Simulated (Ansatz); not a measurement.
Complex (SMILES): F (HF) with Cl (HCl), atoms 1 to 2 the first; geometry from B3LYP-D3(BJ)/def2-TZVP, monomers rigid:
```xyz
4

F     -0.1993     0.2587    -0.2561
H     -0.6953    -0.4360     0.1164
Cl    -1.4096    -2.1732     1.4289
H     -0.3348    -2.0986     2.1286
```

Interaction energy at MP2 with Ansatz (a quantum-chemistry and plane-wave program), kcal/mol, without and with the counterpoise correction (monomers among the partner's ghost functions). Cartesian d functions, on some or all atoms, in 6-31G**, 6-311+G**; all else is spherical. Cores are frozen. No added dispersion term, no relativity. Reference, counterpoise-corrected: Hartree-Fock in aug-cc-pV(5+d)Z plus the correlation part extrapolated as X^-3 from aug-cc-pV(Q+d)Z and aug-cc-pV(5+d)Z, -3.06.

```tsv
basis	functions	uncorrected
STO-3G	16	-0.19
6-31G	26	-1.46
6-31G**	44	-2.31
6-311+G**	65	-2.93
def2-SVPD	66	-3.66
aug-pcseg-1	68	-3.75
def2-TZVP	80	-2.87
pcseg-2	92	-3.14
6-311++G(3df,3pd)	122	-3.34
def2-TZVPPD	125	-3.06
aug-pcseg-2	142	-3.48
pcseg-4	328	-3.16
```

Question: How large is the counterpoise correction in each set?

Answer: STO-3G 1.95, 6-31G 0.99, 6-31G** 1.09, 6-311+G** 1.33, def2-SVPD 1.41, aug-pcseg-1 1.61, def2-TZVP 0.52, pcseg-2 0.73, 6-311++G(3df,3pd) 0.90, def2-TZVPPD 0.44, aug-pcseg-2 0.79, pcseg-4 0.19 kcal/mol. The corrected value lies nearer the reference in 2 of 12 rows.
